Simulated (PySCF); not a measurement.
Mayer bond orders and bond lengths

Species: benzenethiol, C6H6S.
Numbering: `[SH:1][c:2]1[cH:3][cH:4][cH:5][cH:6][cH:7]1` (hydrogens: H8 on S1; H9 on C3; H10 on C4; H11 on C5; H12 on C6; H13 on C7)

Structure used (GFN2-xTB), in Å, numbered top down from 1:
```xyz
13
C6H6S angstrom
S      2.828   -0.265    0.175
C      1.066   -0.139    0.067
C      0.317   -1.306    0.146
C     -1.061   -1.243    0.067
C     -1.697   -0.022   -0.088
C     -0.947    1.139   -0.165
C      0.433    1.087   -0.090
H      3.070    1.040    0.061
H      0.818   -2.254    0.268
H     -1.640   -2.152    0.127
H     -2.774    0.025   -0.147
H     -1.434    2.095   -0.285
H      1.015    1.995   -0.153
```

Bond orders from the PBE0/pcSseg-1 density (PySCF). The structure is a single GFN2-xTB conformer in the gas phase; no vibrational or solvent corrections.

Question: Where do the orders between heavy atoms depart from those drawn in the SMILES?

Answer: The largest departure is 0.140, at C7–C2 (drawn aromatic, 1.360), counting aromatic bonds as 1.5. The bonds drawn aromatic range from 1.36 to 1.46.

Question: Give the Mayer order of every bond, beside its length.

Answer: 
```tsv
bond	drawn as	length (Å)	Mayer order
S1–C2	single	1.770	1.093
C2–C3	aromatic	1.389	1.370
C3–C4	aromatic	1.382	1.460
C4–C5	aromatic	1.385	1.427
C5–C6	aromatic	1.384	1.432
C6–C7	aromatic	1.383	1.455
C7–C2	aromatic	1.388	1.360
S1–H8	single	1.332	0.928
C3–H9	single	1.079	0.965
C4–H10	single	1.080	0.964
C5–H11	single	1.079	0.969
C6–H12	single	1.080	0.962
C7–H13	single	1.081	0.962
```

By pair of heavy elements: C–C: lowest C7–C2 (1.360, 1.388 Å), highest C3–C4 (1.460, 1.382 Å).

Question: Sum the orders of all bonds at each heavy atom with more than one neighbour and set the sums beside the valence in the SMILES.

Answer: S1 2.021 (drawn 2), C2 3.823 (drawn 4), C3 3.795 (drawn 4), C4 3.851 (drawn 4), C5 3.828 (drawn 4), C6 3.849 (drawn 4), C7 3.777 (drawn 4). Orders between atoms that aren't bonded are not in these sums.

For a closed shell the Mayer order of atoms A and B is Σ (PS)μν (PS)νμ over the basis functions μ on A and ν on B, with P the density and S the overlap matrix.

These values come from a run that also computed NMR shieldings. Hardware: Arm Neoverse V1, one thread, no GPU, on a shared host. Cost: 15 s wall.
